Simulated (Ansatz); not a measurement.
Consider the atomization: `F[SiH](S)[O][GeH3]` → F• + Ge• + 5 H• + O• + S• + Si•.

Gas-phase electronic energies from Ansatz, PBE0-D4/def2-TZVP geometries. CCSD(T)/CBS adds triple-zeta CCSD(T) − MP2 to the extrapolated MP2 energy (def2 sets, frozen cores). This one scheme is used for every species, atoms too. For atomizations the MP2-based limit and the directly extrapolated one differ by several kJ/mol either way, and by 10 to 25 for some Ge, Se and Sn compounds, so smaller differences from it don't rank the levels. DFT in def2-TZVPP. B3LYP here is the variant with VWN-RPA as its local correlation; programs differ in this. Open shells (•) are unrestricted, without spin–orbit coupling. Spin–orbit coupling would lower the free atoms: a little for F, O, S, Si; clearly for Ge. Bonds to Ge are less sure, by a few kJ/mol each and by 10 to 20 or more in all where they break to atoms, as the def2 sets lack core-valence functions. Scalar relativity is left out up to krypton. Each species was taken in one conformer, which may not be the lowest.

Q: What is ΔE at CCSD(T)/CBS? (Best estimate.)

A: Ansatz gave: +3377.7 kJ/mol.

Q: What do these levels give: PBE-D4, r2SCANh-D4, BHLYP-D4, revPBE, B3LYP, SCS-MP2/def2-QZVPP? (Best estimate.)

A: Computed: PBE-D4 3347.8, r2SCANh-D4 3335.8, BHLYP-D4 3245.3, revPBE 3197.8, B3LYP 3282.8, SCS-MP2/def2-QZVPP 3389.1 kJ/mol.

Largest T1 diagnostic among the species: 0.012.

From PBE to PBE0 (25 % exact exchange), in def2-TZVPP and without D4, ΔE moves by −46.0 kJ/mol: exact exchange takes away binding that semilocal exchange gives to molecules. In def2-TZVPP, CCSD(T) changes the Hartree–Fock value by +846.0 kJ/mol (the triples alone add +48.5 kJ/mol) and MP2 by +901.0 kJ/mol; breaking electron pairs costs correlation energy, which Hartree–Fock lacks. The D4 term adds +40.1 kJ/mol with B3LYP and +21.1 kJ/mol with PBE0; it sums over pairs of atoms, weighted by their polarisabilities, and B3LYP, whose exchange is more repulsive, gets the larger term.
